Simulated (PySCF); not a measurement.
## Which element holds Cl most strongly?

PBE in PySCF with def2-TZVPP on every atom (core potentials on Ru, Sn), for the lowest determinant that a PBE0 search found; no spin–orbit coupling. D0 is De less the harmonic zero-point energy.

```
 M  state (unpaired electrons)  Re (Å)  ωe (cm⁻¹)  D0(MCl) (eV)
Sn               doublet (π ↑)   2.390        336          4.09
Zn               doublet (σ ↑)   2.173        355          2.24
Ru         quartet (π ↑↑, δ ↑)   2.186        377          3.78
 B      singlet (closed shell)   1.732        810          5.48
Ga      singlet (closed shell)   2.235        354          4.95
 C               doublet (π ↑)   1.660        856          4.70
Al      singlet (closed shell)   2.163        459          5.23
```

Q: Order the elements by D0 and give the energy of SnCl + Al → AlCl + Sn.

A: B > Al > Ga > C > Sn > Ru > Zn; ΔE = 4.09 − 5.23 = -1.14 eV at PBE/def2-TZVPP. Close neighbours can swap at other levels.

The metal atom is held in its measured ground configuration; semilocal functionals can put another filling of s and d lower by some tenths of an eV, and De to that atom would be smaller. These are scalar-relativistic numbers at best; spin–orbit coupling would shift them, the dissociation energy most. States were picked by a PBE0 search and need not be the measured ground states.
